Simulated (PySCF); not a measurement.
Ga(F)2(GeH3), SMILES [Ga]([F])([GeH3])[F] (H3F2GaGe) (CAM-B3LYP/def2-SVP optimised geometry):

```
7

Ga    -1.312    -1.465    -1.977
F     -0.364    -1.849    -3.391
F     -2.960    -1.997    -2.195
Ge    -0.500    -0.354     0.000
H     -1.030    -1.087     1.236
H      1.030    -0.354     0.000
H     -1.021     1.087     0.000
```

Calculation: CAM-B3LYP/def2-TZVP in PySCF.

Task: What are the frontier orbital energies and the dipole moment?

Result: HOMO-2 -11.87 eV, HOMO-1 -11.83 eV, HOMO -10.33 eV, LUMO -0.70 eV, LUMO+1 -0.19 eV; dipole moment 3.59 D.

On the same geometry PBE/def2-TZVP run with PySCF gives HOMO-2 -8.89 eV, HOMO-1 -8.67 eV, HOMO -7.75 eV, LUMO -2.36 eV, LUMO+1 -1.99 eV; dipole moment 3.38 D.

Meta-Löwdin charges at CAM-B3LYP/def2-TZVP: Ga1 0.96, F2 -0.50, F3 -0.50, Ge4 0.12, H5 -0.03, H6 -0.03, H7 -0.03.
